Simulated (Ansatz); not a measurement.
Basis-set extrapolation for `C[Si](F)(F)C#N` (PBE0-D4/def2-TZVP geometry, frozen core, Ansatz 0.2.0). Multiplicity 1, RHF reference.

```tsv
	def2-TZVPP	def2-QZVPP
HF	-620.064047	-620.088579
MP2 correlation	-1.116477	-1.207829
CCSD(T) correlation	-1.177918	not run
```

Energies in hartree. Use E(X) = E(∞) + A·exp(−7.88·√X) for Hartree–Fock and E(X) = E(∞) + B·X^(−2.97) for correlation, with X = 3 and 4, and add CCSD(T) minus MP2 of the smaller set to the MP2 limit.

**Question.** What is the CCSD(T) energy at the basis-set limit?

**Answer.** HF limit: -620.088579 + (-0.024532) × 0.13774 = -620.09196. MP2 limit: -1.207829 + (-0.091352) × 0.74074 = -1.27550. Higher-order term: -1.177918 − (-1.116477) = -0.06144. Total: -621.42890 hartree, 117.3 kcal/mol below CCSD(T)/def2-TZVPP.
